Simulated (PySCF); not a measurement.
In(Br)(OH)2 (BrH2InO2), SMILES [OH][In]([OH])[Br]. The structure is a stationary point at PBE-D3(BJ)/def2-SVP. The structure was generated by enumeration; whether it is a known compound was not checked. The def2 effective core potentials stand for the cores of In; spin–orbit coupling is left out. One conformer was computed; it need not be the lowest.

Computed equilibrium geometry at PBE-D3(BJ)/def2-SVP (PySCF confirms it by a frequency run) as Cartesian coordinates in Å, and its point group (one conformer of several):
point group Cs.
```xyz
6

In    -0.0023     0.6726     0.0000
Br    -0.0181    -1.8186     0.0000
O     -1.7508     1.6646     0.0000
H     -1.5504     2.6228     0.0000
O      1.7290     1.7094     0.0000
H      2.4735     1.0749     0.0000
```
